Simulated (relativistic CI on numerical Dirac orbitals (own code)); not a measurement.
## What each ingredient does to the levels of Os LVIII

Base calculation: Dirac-Coulomb-Breit CI, KLI orbitals optimised for each configuration, QED by a radiative potential, unscaled Slater integrals.

Configurations in the expansion (outside the closed core [Ne]): 3s²3p⁶3d, 3s²3p⁵3d², 3s3p⁶3d², 3s²3p⁶4s, 3s²3p⁶4p, 3s²3p⁶4d, 3s²3p⁵3d4s, 3s²3p⁶4f, 3s²3p⁵3d4p, 3p⁶3d³, 3p⁵3d⁴, 3p⁵3d³4s. Double excitations out of closed p, d and f shells are left out; levels of such configurations are missing from the list, as are those of other unlisted configurations, and high levels can miss mixing partners. These lack a partner that the ground configuration has and come out too high: 3s²3p⁵3d4p.

Variants: (1) P86 correlation estimate; (2) one mean potential for all configurations; (3) non-relativistic limit. Shifts of the energy above 3s²3p⁶3d ²D3/2, in eV, for the lowest level and the first level of each name with at least 55 % of one term (blank where a level changes its place among those of its configuration and J or its character, or is not in the variant):

```tsv
Level	Base	Δ(1)	Δ(2)	Δ(3)
3s²3p⁶3d ²D3/2	0.00	0.00	0.00	0.00
3s²3p⁶3d ²D5/2	87.74	0.00	+0.01	-87.74
3s²3p⁵3d² ⁴D°1/2	264.19	+0.50	-0.13	-33.74
3s²3p⁵3d² ⁴G°9/2	348.19	+0.50	-0.13	-106.09
3s²3p⁵3d² ²H°11/2	359.60	+0.50	-0.13	
3s²3p⁵3d² ²G°9/2	377.94	+0.50	-0.13	
3s²3p⁵3d² ²F°5/2	405.34	+0.50	-0.14	
3s²3p⁵3d² ²P°1/2	412.31	+0.50	-0.14	-151.88
3s²3p⁵3d² ⁴G°11/2	436.06	+0.50	-0.14	
3s3p⁶3d² ⁴F3/2	886.51	+0.71	+0.08	-446.00
3s3p⁶3d² ⁴P1/2	917.59	+0.71	+0.10	-461.60
3s3p⁶3d² ⁴F7/2	971.10	+0.71	+0.06	-530.60
3s3p⁶3d² ⁴P3/2	982.75	+0.71	+0.07	-526.76
3s3p⁶3d² ²G9/2	988.16	+0.71	+0.06	
3s3p⁶3d² ²F5/2	991.70	+0.71	+0.06	
3s3p⁶3d² ²G7/2	997.76	+0.71	+0.07	
3s3p⁶3d² ²P1/2	1005.89	+0.71	+0.07	-523.11
3s3p⁶3d² ⁴F9/2	1061.80	+0.71	+0.04
```

At this charge energies of transitions that change n are usually good to better than 1 %, and those within a shell (Δn = 0) to a few per cent.

Ionisation energy from the two ground configurations alone: base 5717.26 eV; P86 correlation estimate 5719.05 eV. The NIST ASD value (theoretical) is 5717 eV.

LS names give the leading component of a level, which can be under half, so a name can repeat, a term be missing and a line seem to break the LS rules.
